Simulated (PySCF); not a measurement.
## C3H8F3PSi2: full NMR table

```yaml
Formula: C3H8F3PSi2
SMILES: F[Si](F)(F)[Si@@H](P)C1CC1
Point_group_of_the_computed_structure: C1
Carbon_signals: 3
Proton_signals: 7
```

Mapped SMILES: `[F:1][Si:2]([F:3])([F:4])[Si@@H:5]([PH2:6])[CH:7]1[CH2:8][CH2:9]1`. Hydrogens are named by the atom that carries them. Ha(C8), Ha(C9) are cis to Si5 on the ring; Hb(C8), Hb(C9) are trans to Si5 on the ring.

Level of theory: coordinates at the GFN2-xTB level, NMR shieldings at PBE0/pcSseg-1/GIAO, in PySCF (non-relativistic, fast rotation and ring inversion assumed for equivalent nuclei, gas phase, single conformer).

Shifts are taken against calculated references (same method and geometry level): ¹H (σ = 31.72 ppm) and ¹³C (σ = 186.93 ppm) and ²⁹Si (σ = 349.16 ppm) against TMS; ¹⁹F (σ = 170.95 ppm) vs CFCl3; H3PO4 for ³¹P (σ = 318.38 ppm).

| carbon | δC, type | δH (multiplicity) | HMBC from (2–3 bonds) | span of the C tensor (ppm) |
| --- | --- | --- | --- | --- |
| C7 | -4.7, CH | -0.21 (m) | H(Si5), H(P6), Hb(C8), Hb(C9), Ha(C9), Ha(C8) | 61 |
| C8 | 8.2, CH2 | Hb(C8) 0.92 (m); Ha(C8) 0.41 (m) | H(Si5), Hb(C9), Ha(C9), H(C7) | 65 |
| C9 | 4.9, CH2 | Hb(C9) 0.77 (m); Ha(C9) 0.48 (m) | H(Si5), Hb(C8), Ha(C8), H(C7) | 66 |

Other nuclei:
```
   atoms  nucleus                               environment  δ (ppm)  σ (ppm)
  H(Si5)       ¹H  hydrogen on a silicon bonded to C, P, Si     5.15    26.56
   H(P6)       ¹H     hydrogen on a phosphorus bonded to Si     1.31    30.41
F1/F3/F4      ¹⁹F                     fluorine bonded to Si   -124.9    295.8
      P6      ³¹P              phosphorus bonded to Si, 2 H   -305.4    623.7
     Si2     ²⁹Si                 silicon bonded to 3 F, Si    -39.7    388.8
     Si5     ²⁹Si             silicon bonded to C, P, Si, H    -46.6    395.8
```

- δC 8.2, 4.9, -4.7: three-membered-ring carbon; carbons of three-membered rings are unusually shielded.
- δH 5.15: hydrogen on a silicon bonded to C, P, Si.
- δH 1.31: hydrogen on a phosphorus bonded to Si.
- δH 0.92, 0.77, 0.48, 0.41, -0.21: hydrogen on a three-membered-ring carbon; cyclopropane-type protons are shielded by the ring.

Splittings by ¹⁹F and ³¹P in the carbon and heteronuclear signals aren't shown, as no couplings were computed. Shifts are as computed. Against solution values, carbons near 30 ppm lie about +3 ppm off and those near 130 ppm about +5 ppm. Of 1211 compounds with measured shifts, 218 miss one by over three times the rms of a fit or turn the order of signals round; such compounds aren't used in these exercises. Unscaled 19F shifts against computed CFCl3 carry errors that often reach 10 to 50 ppm. Experimental scales use liquid or dissolved standards, which lie at an offset from isolated H3PO4. No couplings were computed; multiplicities are counted from neighbouring protons, with m where these are inequivalent, close in shift, in a saturated or five-membered ring or joined by F or P, and br s for small geminal =CH2 splittings.
